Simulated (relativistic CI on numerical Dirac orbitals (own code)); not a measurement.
**Slater and spin-orbit integrals, Sr22+**

Computed by Dirac-Coulomb-Breit CI, orbitals from a KLI potential per configuration, model QED (radiative potential, 1s self-energy scaled to tabulated hydrogen-like ionisation energies), unscaled Slater integrals (own radial code, finite nucleus).

Slater integrals F^k, G^k are unscaled and averaged over j, outside the closed core [Ne]; ζ comes from projecting the Hamiltonian with its Breit term on Σ l·s of the shell.

- 3s²3p⁴: F^2(3p,3p) = 235740, ζ(3p) = 78956 cm⁻¹; <r>(3p) = 0.4225, <r^2>(3p) = 0.2057 (bohr units).
- 3s3p⁵: G^1(3s,3p) = 299930, ζ(3p) = 78895 cm⁻¹; <r>(3s) = 0.4326, <r^2>(3s) = 0.2128, <r>(3p) = 0.4229, <r^2>(3p) = 0.2061 (bohr units).
- 3s²3p³3d: F^2(3p,3p) = 235420, ζ(3p) = 78824, F^2(3p,3d) = 235820, G^1(3p,3d) = 256280, G^3(3p,3d) = 170130, ζ(3d) = 9097.1 cm⁻¹; <r>(3p) = 0.4231, <r^2>(3p) = 0.2063, <r>(3d) = 0.3808, <r^2>(3d) = 0.1682 (bohr units).

Averages of the first 10 configurations, taken without configuration mixing, which lowers the lowest level and can move excited configurations by several eV; other configurations of the list can lie among them:

| Configuration | Parity | States | Average energy above the lowest level (eV) |
| --- | --- | --- | --- |
| 3s²3p⁴ | even | 15 | 17.7 |
| 3s3p⁵ | odd | 12 | 103.1 |
| 3s²3p³3d | odd | 200 | 125.0 |
| 3p⁶ | even | 1 | 198.8 |
| 3s3p⁴3d | even | 300 | 206.0 |
| 3p⁵3d | odd | 60 | 297.2 |
| 3s3p³3d² | odd | 1800 | 312.5 |
| 3s²3p²3d4p | odd | 900 | 631.7 |
| 3p⁵4s | odd | 12 | 667.7 |
| 3s²3p³4s | odd | 40 | 493.7 |
